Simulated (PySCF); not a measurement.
## `CC[Si@H](N)[AsH]C`, C$_{3}$H$_{12}$AsNSi

Molfile (atoms numbered from 1):
```
C3H12AsNSi
     RDKit          3D

 18 17  0  0  0  0  0  0  0  0999 V2000
   -2.7295   -0.5571    0.6385 C   0  0  0  0  0  0  0  0  0  0  0  0
   -1.4860   -0.9871   -0.1249 C   0  0  0  0  0  0  0  0  0  0  0  0
    0.0469    0.0880    0.2844 Si  0  0  2  0  0  4  0  0  0  0  0  0
   -0.2277    1.7989    0.2155 N   0  0  0  0  0  0  0  0  0  0  0  0
    1.7335   -0.3327   -1.2659 As  0  0  0  0  0  3  0  0  0  0  0  0
    3.2132    0.3320   -0.1427 C   0  0  0  0  0  0  0  0  0  0  0  0
   -2.5554   -0.6107    1.7108 H   0  0  0  0  0  0  0  0  0  0  0  0
   -3.5824   -1.1916    0.4002 H   0  0  0  0  0  0  0  0  0  0  0  0
   -2.9929    0.4693    0.3907 H   0  0  0  0  0  0  0  0  0  0  0  0
   -1.6913   -0.9418   -1.1983 H   0  0  0  0  0  0  0  0  0  0  0  0
   -1.2706   -2.0325    0.1042 H   0  0  0  0  0  0  0  0  0  0  0  0
    0.3602   -0.1240    1.7129 H   0  0  0  0  0  0  0  0  0  0  0  0
   -0.2212    2.2472   -0.6882 H   0  0  0  0  0  0  0  0  0  0  0  0
   -0.9656    2.1930    0.7777 H   0  0  0  0  0  0  0  0  0  0  0  0
    1.8634   -1.7671   -0.8208 H   0  0  0  0  0  0  0  0  0  0  0  0
    3.1665   -0.0647    0.8693 H   0  0  0  0  0  0  0  0  0  0  0  0
    4.1773    0.0685   -0.5788 H   0  0  0  0  0  0  0  0  0  0  0  0
    3.1527    1.4187   -0.0906 H   0  0  0  0  0  0  0  0  0  0  0  0
  1  2  1  0
  2  3  1  0
  3  4  1  0
  3  5  1  0
  5  6  1  0
  1  7  1  0
  1  8  1  0
  1  9  1  0
  2 10  1  0
  2 11  1  0
  3 12  1  1
  4 13  1  0
  4 14  1  0
  5 15  1  0
  6 16  1  0
  6 17  1  0
  6 18  1  0
M  END
```

Level of theory: TDDFT CAM-B3LYP/def2-SVPD circular dichroism and optical rotation, one conformer, gas phase (PySCF 2.14.0). Geometry: GFN2-xTB.

The molecule is flexible and this is one conformer; a measurement averages over conformers. The calculation is non-relativistic, which matters for the atoms heavier than Zn.

**Question.** Draw the ECD and absorption spectra from the lowest 8 states, each a Gaussian of half-width 0.25 eV at 1/e height.

**Answer.** 
```csv
E (eV),λ (nm),Δε (L mol⁻¹ cm⁻¹),ε (L mol⁻¹ cm⁻¹)
5.40,230,+0.12,25.1
5.55,224,+0.92,194
5.70,218,+3.35,739
5.85,212,+5.30,1480
6.00,207,+0.78,1980
6.15,202,-10.34,2790
6.30,197,-19.31,4780
6.45,192,-14.46,9290
6.60,188,+6.80,17100
6.75,184,+21.36,20800
6.90,180,+14.20,14500
7.05,176,+7.24,6910
7.20,172,+19.07,4680
7.35,169,+44.04,6520
```
Δε uses R in velocity form, ε uses f in length form. Only the states computed contribute, so the short-wavelength end is incomplete.
